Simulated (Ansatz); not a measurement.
Reactions of BCl5Si, SMILES `ClB(Cl)[Si](Cl)(Cl)Cl`.

Isolated molecules relaxed with PBE0-D4/def2-TZVP in Ansatz; ΔE leaves out vibrations. CCSD(T)/CBS is the MP2 limit (def2-TZVPP, def2-QZVPP) plus CCSD(T) − MP2 in def2-TZVPP, frozen cores. This one scheme is used for every species, atoms too. For atomizations the MP2-based limit and the directly extrapolated one differ by several kJ/mol either way, and by 10 to 25 for some Ge, Se and Sn compounds, so smaller differences from it don't rank the levels. Functionals use def2-TZVPP. No spin–orbit coupling; open shells (•) take unrestricted orbitals. Spin–orbit coupling would lower the free atoms: a little for B, Cl, Si. One conformer a species, not always the lowest.

```tsv
reaction	CCSD(T)/CBS(def2) (kJ/mol)
`ClB(Cl)[Si](Cl)(Cl)Cl` → B• + 5 Cl• + Si•	2373
`ClB(Cl)[Si](Cl)(Cl)Cl` + H₂O → `OB(Cl)Cl` + trichlorosilane	-139
`ClB(Cl)[Si](Cl)(Cl)Cl` + CH₃NH₂ → `CNB(Cl)Cl` + trichlorosilane	-150
`ClB(Cl)[Si](Cl)(Cl)Cl` + H–F → `FB(Cl)Cl` + trichlorosilane	-140
`ClB(Cl)[Si](Cl)(Cl)Cl` + dimethylamine → `CN(C)B(Cl)Cl` + trichlorosilane	?
```

(1) Fill in the missing values. (An estimate is asked.)

Largest T1 diagnostic: 0.014, for B•.

## Answers

(1) Ansatz gave: `ClB(Cl)[Si](Cl)(Cl)Cl` + dimethylamine → `CN(C)B(Cl)Cl` + trichlorosilane: -152.6 kJ/mol.
